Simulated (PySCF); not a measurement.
## Hf (hafnium, neutral): PBE calculation

Configuration: [Xe] 4f14 5d2 6s2, high-spin 3F determinant. Calculation: PySCF 2.14, in def2-QZVPPD with the def2 core potential (60 electrons); a scalar-relativistic core potential.

```json
{
 "Total energy": "-47.8735 hartree",
 "One-electron energy": "-78.9537 hartree",
 "Hartree (Coulomb) energy": "36.9106 hartree",
 "Exchange-correlation energy": "-5.8305 hartree",
 "⟨S²⟩": "2.0038",
 "⟨L²⟩": "12.018",
 "Sum of ⟨r⟩": "22.66 bohr",
 "Sum of ⟨r²⟩": "59.20 bohr²"
}
```

```tsv
shell	electrons	mean orbital energy (hartree)	rms radius, mean of both spins (bohr)
5s α	1	-2.36225	1.23
5s β	1	-2.33756	1.23
5p α	3	-1.24680	1.47
5p β	3	-1.21368	1.47
6s α	1	-0.19159	3.78
6s β	1	-0.16360	3.78
5d α	2	-0.12488	2.72
```

Energies and moments cover only the electrons outside the core potential. Spin-orbit coupling, absent here, splits the open shell strongly.
